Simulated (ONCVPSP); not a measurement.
Varying the ONCV potential for Co (Z = 27)

Base potential:

cobalt (Co), optimised norm-conserving Vanderbilt (ONCV), made with ONCVPSP 4.0.1 (PBEsol, scalar-relativistic). Core [Ne], reference 3s2 3p6 3d7 4s1 (charge +1). Waves: 3s+4s: rc 1.45 bohr, ncon 4, nbas 7, qcut 10.6 1/bohr, 2 projectors; 3p: rc 0.90 bohr, ncon 4, nbas 9, qcut 9.1 1/bohr, 3 projectors, debl 1.3 Ha; 3d: rc 0.90 bohr, ncon 3, nbas 7, qcut 16.6 1/bohr, 1 projector; f scattering state at 0.05 Ha: rc 1.20 bohr, ncon 4, nbas 9, qcut 9.6 1/bohr, 2 projectors, debl 2.6 Ha. Local part: polynomial inside 0.60 bohr (lpopt 5, dvloc0 2 Ha). Core correction: none.

In the p channel the program set the typed energies aside and used -2.732, 0.250, 1.550 Ha.

Cutoffs, loose and tight: the cutoffs (Ha) at which the residual kinetic energy of the hardest occupied pseudo-wave falls to 1 and 0.1 mHa per electron. They do not see the model core or the augmentation charge, which bear on the density cutoff. Test errors are all-electron minus pseudo excitation energies from the reference, over the configurations 3s2 3p6 3d7 4s2; 3s2 3p6 3d7 4s0; 3s2 3p6 3d6 4s0; 3s2 3p6 3d6 4s2 4p1. A dash means not determined; rows that change the core or the reference have their own tests.

A true bound ghost makes a file unfit for plane-wave use even where its test errors are small: the radial tests pick states by their node count and pass the ghost by.

```tsv
change	outcome	cutoff, loose	cutoff, tight	bound ghosts	GHOST(+) flags above zero	largest test error (meV)
base	generated, projector energies reset by the program	104 Ha	118 Ha	none	s	+10
all radii scaled by about 0.78 (s 1.12, p 0.70, d 0.70, f 0.94 bohr); local potential polynomial inside 0.46 bohr (lpopt 5, dvloc0 2 Ha)	generated, projector energies reset by the program	176 Ha	514 Ha	p	s, p, f	+5.7
all radii scaled by about 1.06 (s 1.54, p 0.96, d 0.96, f 1.26 bohr); local potential polynomial inside 0.64 bohr (lpopt 5, dvloc0 2 Ha)	generated, projector energies reset by the program	100 Ha	114 Ha	none	s	+11
all radii scaled by about 1.16 (s 1.68, p 1.04, d 1.04, f 1.38 bohr); local potential polynomial inside 0.70 bohr (lpopt 5, dvloc0 2 Ha)	generated, projector energies reset by the program	94 Ha	108 Ha	none	none	+12
```

What comes out with this change to the base: all radii scaled by about 1.24 (s 1.80, p 1.12, d 1.12, f 1.48 bohr); local potential polynomial inside 0.74 bohr (lpopt 5, dvloc0 2 Ha)?

outcome: generated, projector energies reset by the program; cutoff, loose: 88 Ha; cutoff, tight: 102 Ha; bound ghosts: none; GHOST(+) flags above zero: none; largest test error (meV): +13.

What comes out with this change to the base: all radii scaled by about 0.89 (s 1.30, p 0.80, d 0.80, f 1.06 bohr); local potential polynomial inside 0.54 bohr (lpopt 5, dvloc0 2 Ha)?

outcome: generated, projector energies reset by the program; cutoff, loose: 113 Ha; cutoff, tight: 375 Ha; bound ghosts: p; GHOST(+) flags above zero: s; largest test error (meV): +8.3.

What comes out with this change to the base: all radii scaled by about 1.33 (s 1.92, p 1.20, d 1.20, f 1.60 bohr); local potential polynomial inside 0.80 bohr (lpopt 5, dvloc0 2 Ha)?

outcome: generated, projector energies reset by the program; cutoff, loose: 83 Ha; cutoff, tight: 96 Ha; bound ghosts: none; GHOST(+) flags above zero: none; largest test error (meV): +13.

Reading the sweep of the scale of all radii (base = 1) (base included, trends over the rows without a ghost): The loose cutoff falls from 104 Ha at 1 to 83 Ha at 1.33. A larger radius leaves more room for a smooth pseudo-wave, so fewer plane waves are needed; a smaller one forces it to follow the all-electron wave where it bends sharply. The median size of the test errors (rows with all tests solved) stays near 3.5 meV. Bound ghosts are found at 0.78, 0.89.
